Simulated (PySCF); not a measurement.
## Molecular orbitals of RbH⁺

r²SCAN0 at R = 3.534 Å; PySCF, spin-free X2C with a Gaussian nucleus, basis sets Rb x2c-SVPall, H x2c-SVPall. State: ²Σ⁺ (doublet), unpaired electrons σ ↑. Only the outer orbitals are listed, counted within each symmetry.

```json
{"spin": "α", "orbital": "7σ", "occ.": "1", "ε (eV)": "-41.99", "on Rb (%)": "100", "main shells (%)": "100 Rb s"}
{"spin": "α", "orbital": "4π", "occ.": "1", "ε (eV)": "-24.40", "on Rb (%)": "100", "main shells (%)": "100 Rb p"}
{"spin": "α", "orbital": "4π", "occ.": "1", "ε (eV)": "-24.40", "on Rb (%)": "100", "main shells (%)": "100 Rb p"}
{"spin": "α", "orbital": "8σ", "occ.": "1", "ε (eV)": "-24.40", "on Rb (%)": "100", "main shells (%)": "100 Rb p"}
{"spin": "α", "orbital": "9σ", "occ.": "1", "ε (eV)": "-13.52", "on Rb (%)": "3", "main shells (%)": "97 H s"}
{"spin": "α", "orbital": "10σ", "occ.": "0", "ε (eV)": "-4.55", "on Rb (%)": "100", "main shells (%)": "100 Rb s"}
{"spin": "α", "orbital": "5π", "occ.": "0", "ε (eV)": "-2.69", "on Rb (%)": "100", "main shells (%)": "84 Rb p, 16 Rb d"}
{"spin": "α", "orbital": "5π", "occ.": "0", "ε (eV)": "-2.69", "on Rb (%)": "100", "main shells (%)": "84 Rb p, 16 Rb d"}
{"spin": "β", "orbital": "7σ", "occ.": "1", "ε (eV)": "-41.99", "on Rb (%)": "100", "main shells (%)": "100 Rb s"}
{"spin": "β", "orbital": "4π", "occ.": "1", "ε (eV)": "-24.40", "on Rb (%)": "100", "main shells (%)": "100 Rb p"}
{"spin": "β", "orbital": "4π", "occ.": "1", "ε (eV)": "-24.40", "on Rb (%)": "100", "main shells (%)": "100 Rb p"}
{"spin": "β", "orbital": "8σ", "occ.": "1", "ε (eV)": "-24.40", "on Rb (%)": "100", "main shells (%)": "100 Rb p"}
{"spin": "β", "orbital": "9σ", "occ.": "0", "ε (eV)": "-6.20", "on Rb (%)": "41", "main shells (%)": "59 H s, 21 Rb s, 12 Rb p"}
{"spin": "β", "orbital": "10σ", "occ.": "0", "ε (eV)": "-4.33", "on Rb (%)": "87", "main shells (%)": "80 Rb s, 13 H s"}
{"spin": "β", "orbital": "5π", "occ.": "0", "ε (eV)": "-2.98", "on Rb (%)": "100", "main shells (%)": "60 Rb p, 40 Rb d"}
```

Task: Which are the highest filled and the lowest empty level, where do they sit, and how wide is the gap?

Result: Highest filled α 9σ at -13.52 eV (in %: 97 H s); lowest empty β 9σ at -6.20 eV (in %: 59 H s, 21 Rb s, 12 Rb p); the gap at r²SCAN0 is 7.32 eV.

The bond order (Mayer) is 0.07, the ⟨S²⟩ is 0.750 and the charge on Rb (Mulliken, basis-dependent) is 0.97. The charge on Rb (Löwdin, basis-dependent) is 0.91 and the dipole moment (positive dipole points towards H; it is taken about the centre of mass and depends on that origin) is -0.02 D.

Spin–orbit coupling is left out. The state was picked by a PBE0 search and need not be the measured ground state.
